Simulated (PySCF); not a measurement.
FHMgSe. Atoms are numbered in the order given.

```xyz
4

Mg    -0.0033     1.2271     0.0000
F      0.0019     2.9960     0.0000
Se    -0.0418    -1.1916     0.0000
H      1.4427    -1.1739     0.0000
```
Charge 0, spin multiplicity 1.

Coordinates come from a PBE-D3(BJ)/def2-TZVP optimisation. One conformer was computed; it need not be the lowest.

The numbers are results of B3LYP/def2-TZVPD in PySCF, not measurements.

Symmetry labels are those of the subgroup Cs that the program uses (full group Cs).

Computed valence orbital energies around the gap with their symmetry:
```csv
orbital,symmetry,energy (eV)
HOMO−7,A',-29.50
HOMO−6,A',-18.71
HOMO−5,A',-10.63
HOMO−4,A',-10.47
HOMO−3,A',-9.82
HOMO−2,A",-9.82
HOMO−1,A',-8.12
HOMO,A",-6.90
LUMO,A',-2.01
LUMO+1,A',-0.73
LUMO+2,A",-0.35
LUMO+3,A',-0.30
```
